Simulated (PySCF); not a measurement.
# How the method changes the constants of GeF⁺

State: ¹Σ⁺ (singlet), closed shell. Set-up: basis Ge cc-pVDZ-PP with ECP10, F cc-pVDZ; scalar-relativistic core potentials; PySCF 2.14. De refers to Ge⁺ + F in their high-spin ground configurations, without counterpoise correction. A positive dipole points towards F; it is taken about the centre of mass and depends on that origin.

| Level | Re (Å) | ωe (cm⁻¹) | De (eV) | μ (D) | CPU s a point (SCF and correlation, without the integrals) |
| --- | --- | --- | --- | --- | --- |
| RHF | 1.688 | 832 | 3.26 | -3.43 | 0.021 |
| RHF-MP2 | 1.708 | 804 | 5.38 | n/a | 0.031 |
| RHF-SCS-MP2 | 1.708 | 802 | 5.17 | n/a | n/a |
| RHF-CCSD | 1.707 | 803 | 4.92 | n/a | n/a |
| RHF-CCSD(T) | 1.712 | 789 | 5.07 | n/a | 0.35 |
| PBE | 1.732 | 752 | 5.97 | -2.81 | 0.27 |
| BLYP | 1.737 | 744 | 5.88 | -2.84 | 0.2 |
| r²SCAN | 1.711 | 785 | 5.63 | -2.85 | 0.35 |
| r²SCANh | 1.705 | 796 | 5.45 | -2.93 | 0.34 |
| PBE0 | 1.710 | 791 | 5.40 | -3.03 | 0.5 |
| BHandHLYP | 1.697 | 814 | 4.90 | -3.22 | 0.21 |
| LC-ωPBE | 1.701 | 814 | 5.50 | -2.96 | 0.4 |

(1) Which functional lies closest to RHF-CCSD(T) in De, which farthest, and by how much do they differ from it?

(2) What does the step from GGA to meta-GGA do here, going from PBE to r²SCAN?

(3) What does the triples do here, going from RHF-CCSD to RHF-CCSD(T)?

Correlated steps freeze 5 core orbitals. Correlated levels converge slowly with the basis: in double zeta they bind strong bonds too weakly, by up to about 1 eV, and carry superposition errors of some tenths. For an ion De counts to the pair picked by the measured ionisation energies or electron affinities, which need not be the lowest pair at this level. Where the molecule has an RHF reference, its open-shell atoms are computed with UHF.

The whole job (state search and all levels along the bond) took about 0.69 min on 1 thread of Intel Xeon 6975P-C (shared host), peak memory 0.41 GiB.

## Answers

(1) Closest is BHandHLYP (-1.5 pm in Re, +3.2 % in ωe, -0.17 eV in De against RHF-CCSD(T) in the same basis), farthest PBE (+2.0 pm in Re, -4.7 % in ωe, +0.90 eV in De). CCSD(T) converges more slowly with the basis than the functionals do and binds too weakly in this one, so the order can change at the basis-set limit.

(2) r²SCAN less PBE: -2.1 pm in Re, +4.4 % in ωe, -0.34 eV in De. 

(3) RHF-CCSD(T) less RHF-CCSD: +0.5 pm in Re, -1.7 % in ωe, +0.15 eV in De. Correlation nearly always deepens the well. The bond lengthens, as in strong covalent bonds, where excitations into antibonding orbitals dominate.
